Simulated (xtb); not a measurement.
F₃La (SMILES [F][La]([F])[F]), singlet, from a rough starting geometry (GFN-xTB shapes and energies of metal compounds can be far from the true ones); GFN2-xTB in xtb 6.7.1.

The xtb input:
```
$ xtb mol.xyz --gfn 2 --opt vtight --json

# file mol.xyz
4

La     0.01135112    -0.01061311    -0.01097022
F     -1.73093807    -1.09800385     0.06223572
F      0.04322404     1.83360664    -0.75307908
F      1.58985199    -0.74596488     0.68887910
```

It wrote (shortened):

```
   ID    Z sym.   atoms
    1   57 La     1
    2    9 F      2-4

           -------------------------------------------------
          |                Calculation Setup                |
           -------------------------------------------------

           -------------------------------------------------
          |                 G F N 2 - x T B                 |
           -------------------------------------------------

          ...................................................
          :                      SETUP                      :
          :.................................................:
          :  # basis functions                  22          :
          :  # atomic orbitals                  21          :
          :  # shells                            9          :
          :  # electrons                        24          :
          :  max. iterations                   250          :
          :  Hamiltonian                  GFN2-xTB          :
          :  restarted?                      false          :
          :  GBSA solvation                  false          :
          :  PC potential                    false          :
          :  electronic temp.          300.0000000     K    :
          :  accuracy                    1.0000000          :
          :  -> integral cutoff          0.2500000E+02      :
          :  -> integral neglect         0.1000000E-07      :
          :  -> SCF convergence          0.1000000E-05 Eh   :
          :  -> wf. convergence          0.1000000E-03 e    :
          :  Broyden damping             0.4000000          :
          :  net charge                          0          :
          :  unpaired electrons                  0          :
          ...................................................

 iter      E             dE          RMSdq      gap      omega  full diag
   1     -2.8997831 -0.289978E+01  0.534E+01    0.16       0.0  T
   2    -14.5026287 -0.116028E+02  0.266E+01   16.12       1.0  T
   3    -14.9311180 -0.428489E+00  0.216E+01    8.79       1.0  T
   4    -14.8830523  0.480657E-01  0.221E+01    9.37       1.0  T
   5    -15.3870213 -0.503969E+00  0.916E+00    5.58       1.0  T
   6    -15.4534250 -0.664036E-01  0.755E+00    4.81       1.0  T
   7    -11.4035184  0.404991E+01  0.329E+01    0.23       1.0  T
   8     -9.5406881  0.186283E+01  0.378E+01    0.36       1.0  T
   9     -9.5938205 -0.531325E-01  0.377E+01    0.36       1.0  T
  10     -9.7016214 -0.107801E+00  0.375E+01    0.36       1.0  T
  11     -9.5897872  0.111834E+00  0.376E+01    0.36       1.0  T
  12     -7.5635595  0.202623E+01  0.459E+01    0.30       1.0  T
  13    -15.3933714 -0.782981E+01  0.721E+00    0.76       1.0  T
  14    -15.5963304 -0.202959E+00  0.145E+00    2.36       1.0  T
  15    -15.4580796  0.138251E+00  0.586E+00    0.95       1.0  T
  16    -15.4880861 -0.300065E-01  0.511E+00    1.06       1.0  T
  17    -15.5036284 -0.155423E-01  0.473E+00    1.15       1.0  T
  18    -15.5229100 -0.192817E-01  0.429E+00    1.28       1.0  T
  19    -15.4929732  0.299368E-01  0.498E+00    1.09       1.0  T
  20    -15.5180829 -0.251097E-01  0.459E+00    1.20       1.0  T
  21    -15.5662804 -0.481975E-01  0.365E+00    1.57       1.0  T
  22    -15.5773614 -0.110810E-01  0.323E+00    1.71       1.0  T
  23    -15.5819854 -0.462400E-02  0.274E+00    1.76       1.0  T
  24    -15.5856555 -0.367011E-02  0.227E+00    1.80       1.0  T
  25    -15.5908285 -0.517295E-02  0.180E+00    1.96       1.0  T
  26    -15.5945945 -0.376602E-02  0.131E+00    2.15       1.0  T
  27    -15.5949976 -0.403148E-03  0.128E+00    2.18       1.0  T
  28    -15.5958192 -0.821604E-03  0.118E+00    2.25       1.0  T
  29    -15.5965168 -0.697550E-03  0.856E-01    2.33       1.0  T
  30    -15.5969951 -0.478291E-03  0.364E-01    2.40       1.0  T
  31    -15.5970870 -0.919556E-04  0.273E-01    2.43       1.0  T
  32    -15.5971508 -0.637170E-04  0.259E-01    2.45       1.0  T
[...]
 * total energy  :   -15.5775279 Eh     change       -0.2065550E-04 Eh
 * total energy  :   -15.5775447 Eh     change       -0.1678973E-04 Eh
 * total energy  :   -15.5775592 Eh     change       -0.1449565E-04 Eh
 * total energy  :   -15.5775718 Eh     change       -0.1264916E-04 Eh
 * total energy  :   -15.5775819 Eh     change       -0.1007253E-04 Eh
 * total energy  :   -15.5775889 Eh     change       -0.6954132E-05 Eh
 * total energy  :   -15.5775934 Eh     change       -0.4491305E-05 Eh
 * total energy  :   -15.5775964 Eh     change       -0.3032492E-05 Eh
 * total energy  :   -15.5775985 Eh     change       -0.2104679E-05 Eh
 * total energy  :   -15.5775997 Eh     change       -0.1198421E-05 Eh
 * total energy  :   -15.5776001 Eh     change       -0.3664492E-06 Eh
 * total energy  :   -15.5776001 Eh     change       -0.3065993E-07 Eh
   *** GEOMETRY OPTIMIZATION CONVERGED AFTER 33 ITERATIONS ***
         :: total energy             -15.577600100581 Eh    ::
[...]

           -------------------------------------------------
          |                Property Printout                |
           -------------------------------------------------

    * Orbital Energies and Occupations

         #    Occupation            Energy/Eh            Energy/eV
      -------------------------------------------------------------
         1        2.0000           -0.9035603             -24.5871
         2        2.0000           -0.8681637             -23.6239
         3        2.0000           -0.8681618             -23.6239
         4        2.0000           -0.5560310             -15.1304
         5        2.0000           -0.5351933             -14.5634
         6        2.0000           -0.5307059             -14.4412
         7        2.0000           -0.5307058             -14.4412
         8        2.0000           -0.5256074             -14.3025
         9        2.0000           -0.5256068             -14.3025
        10        2.0000           -0.5236191             -14.2484
        11        2.0000           -0.5236163             -14.2483
        12        2.0000           -0.5220258             -14.2050 (HOMO)
        13                         -0.4234931             -11.5238 (LUMO)
        14                         -0.4108302             -11.1793
        15                         -0.4108298             -11.1792
        16                         -0.3883455             -10.5674
        17                         -0.3883426             -10.5673
        18                         -0.2822388              -7.6801
        19                          0.0284162               0.7732
        20                          0.2680596               7.2943
        21                          0.2680632               7.2944
      -------------------------------------------------------------
                  HL-Gap            0.0985326 Eh            2.6812 eV
             Fermi-level           -0.4727595 Eh          -12.8644 eV

     #   Z          covCN         q      C6AA      α(0)
     1  57 La       1.849     0.855  1527.231   143.256
     2   9 F        0.616    -0.285    12.190     4.119
     3   9 F        0.616    -0.285    12.190     4.119
     4   9 F        0.616    -0.285    12.190     4.119

 Mol. C6AA /au·bohr⁶  :       2251.269475
 Mol. C8AA /au·bohr⁸  :     443725.550483
 Mol. α(0) /au        :        155.612900

Wiberg/Mayer (AO) data.
largest (>0.10) Wiberg bond orders for each atom

 ---------------------------------------------------------------------------
     #   Z sym  total        # sym  WBO       # sym  WBO       # sym  WBO
 ---------------------------------------------------------------------------
     1  57 La   3.225 --     3 F    1.075     4 F    1.075     2 F    1.075
     2   9 F    1.195 --     1 La   1.075
     3   9 F    1.195 --     1 La   1.075
     4   9 F    1.195 --     1 La   1.075
 ---------------------------------------------------------------------------

Topologies differ in total number of bonds
Writing topology from bond orders to xtbtopo.mol

molecular dipole:
                 x           y           z       tot (Debye)
 q only:        0.156      -0.284      -0.678
   full:        0.302      -0.550      -1.312       3.697
molecular quadrupole (traceless):
                xx          xy          yy          xz          yz          zz
 q only:       -2.643      -0.694      -1.712      -1.652       3.096       4.354
  q+dip:       -3.268      -0.844      -2.102      -2.006       3.821       5.370
   full:       -5.307      -1.396      -3.438      -3.321       6.218       8.745

optimized geometry written to: xtbopt.xyz

           -------------------------------------------------
          | TOTAL ENERGY              -15.577600100581 Eh   |
          | GRADIENT NORM               0.000023709603 Eh/α |
          | HOMO-LUMO GAP               2.681209849240 eV   |
           -------------------------------------------------

normal termination of xtb
```
